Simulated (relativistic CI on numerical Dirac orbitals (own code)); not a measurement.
# Electric-dipole lines of Sm LIV

Calculated at this level of theory: Dirac-Coulomb-Breit CI, orbitals from a KLI potential per configuration, model QED (radiative potential, 1s self-energy scaled to tabulated hydrogen-like ionisation energies), unscaled Slater integrals (own radial code, finite nucleus).

CI space (outside the closed core 1s2): 2s2.2p5, 2s.2p6, 2p6.3s, 2p6.3p, 2p6.3d, 2s2.2p4.3s, 2s2.2p4.3p, 2s2.2p4.3d, 2s.2p5.3s, 2s.2p5.3p, 2s.2p5.3d, 2s2.2p4.4s, 2s2.2p4.4p, 2s2.2p4.4d, 2s2.2p4.4f, 2s.2p5.4s. Levels of other configurations are missing.

```tsv
λ vac (nm)	Lower	Upper	A (s⁻¹)	E lower (10³ cm⁻¹)	E upper (10³ cm⁻¹)
0.17992	2s2.2p5 2P°_1/2 [2]	2s2.2p4.3d 2D_3/2 [93]	7.97e+14	5014.0	60594.1
0.18009	2s2.2p5 2P°_3/2 [1]	2s2.2p4.3d 2P_3/2 [53]	4.32e+14	0.0	55527.3
0.18038	2s2.2p5 2P°_3/2 [1]	2s2.2p4.3d 2S_1/2 [51]	9.12e+14	0.0	55437.3
0.18046	2s2.2p5 2P°_3/2 [1]	2s.2p5.3p 4P_3/2 [50]	5.09e+14	0.0	55414.0
0.18049	2s2.2p5 2P°_3/2 [1]	2s2.2p4.3d 2F_5/2 [49]	5.44e+14	0.0	55403.6
0.18086	2s.2p6 2S_1/2 [3]	2s.2p5.3d 2P°_3/2 [106]	7.42e+14	7994.7	63287.1
0.18088	2s.2p6 2S_1/2 [3]	2s.2p5.3d 2P°_1/2 [105]	1.08e+15	7994.7	63279.7
0.18096	2s2.2p5 2P°_3/2 [1]	2s2.2p4.3d 4F_5/2 [47]	3.54e+14	0.0	55259.9
0.19615	2s2.2p5 2P°_3/2 [1]	2s2.2p4.3d 2D_5/2 [25]	5.47e+14	0.0	50981.9
0.19631	2s2.2p5 2P°_1/2 [2]	2s2.2p4.3d 2P_1/2 [61]	1.23e+15	5014.0	55953.4
0.19645	2s2.2p5 2P°_1/2 [2]	2s2.2p4.3d 2D_3/2 [60]	1.28e+15	5014.0	55917.4
0.19676	2s.2p6 2S_1/2 [3]	2s.2p5.3d 2P°_3/2 [87]	1.05e+15	7994.7	58817.3
0.19691	2s2.2p5 2P°_3/2 [1]	2s2.2p4.3d 2P_3/2 [24]	8.97e+14	0.0	50784.2
0.19700	2s2.2p5 2P°_3/2 [1]	2s2.2p4.3d 2D_5/2 [23]	7.18e+14	0.0	50762.6
0.19814	2s.2p6 2S_1/2 [3]	2s.2p5.3d 2P°_1/2 [84]	1.31e+15	7994.7	58463.8
0.54180	2s2.2p4.3p 2D°_5/2 [8]	2s2.2p4.4d 2F_7/2 [125]	4.82e+13	47856.8	66313.9
0.58067	2s2.2p4.3p 2D°_5/2 [10]	2s2.2p4.4d 2F_7/2 [128]	4.75e+13	49223.5	66445.0
0.58070	2s2.2p4.3p 4D°_7/2 [11]	2s2.2p4.4d 4F_9/2 [129]	6.01e+13	49226.5	66447.1
0.60585	2s2.2p4.3d 2D_3/2 [21]	2s2.2p4.4f 2F°_5/2 [146]	9.66e+13	50561.1	67066.9
0.60629	2s2.2p4.3d 2G_7/2 [48]	2s2.2p4.4f 2H°_9/2 [184]	1.16e+14	55338.3	71832.1
0.60632	2s2.2p4.3d 4D_3/2 [15]	2s2.2p4.4f 4F°_5/2 [136]	6.60e+13	50175.3	66668.2
0.60694	2s2.2p4.3d 4D_5/2 [16]	2s2.2p4.4f 2G°_7/2 [135]	8.42e+13	50191.3	66667.5
0.60767	2s2.2p4.3d 2F_7/2 [17]	2s2.2p4.4f 2G°_9/2 [134]	1.14e+14	50209.0	66665.3
0.61553	2s2.2p4.3d 4F_7/2 [52]	2s2.2p4.4f 4G°_9/2 [181]	1.19e+14	55508.4	71754.6
0.61609	2s2.2p4.3d 2G_9/2 [57]	2s2.2p4.4f 2H°_11/2 [189]	1.22e+14	55665.0	71896.5
0.61632	2s2.2p4.3d 2F_7/2 [19]	2s2.2p4.4f 2G°_9/2 [141]	1.07e+14	50504.5	66729.8
0.61665	2s2.2p4.3d 4F_9/2 [20]	2s2.2p4.4f 4G°_11/2 [140]	1.22e+14	50512.5	66729.1
0.61908	2s2.2p4.3d 2F_7/2 [59]	2s2.2p4.4f 2G°_9/2 [193]	1.02e+14	55763.8	71916.8
0.61913	2s2.2p4.3d 2D_5/2 [25]	2s2.2p4.4f 2F°_7/2 [147]	1.16e+14	50981.9	67133.5
0.62588	2s2.2p4.3d 2D_5/2 [23]	2s2.2p4.4f 2F°_7/2 [142]	8.79e+13	50762.6	66740.1
```

Terms are leading LS components. Brackets give the number of a level in order of energy, since labels repeat. The list gives strong lines, with weight on those to low levels, without lines whose two gauges differ by over a factor of 2.5, among the lowest 200 of 207 levels, so that lines to higher ones, which can be the strongest, are missing. Levels whose partners in the same complex of configurations lie outside the list can be far off, and so can their lines. Rates are taken at the computed energies, electric ones in the length gauge.

At this charge energies of transitions that change n are usually good to better than 1 %, and those within a shell (Δn = 0) to a few per cent.

LS names give the leading component of a level, which can be under half, so a name can repeat, a term be missing and a line seem to break the LS rules.
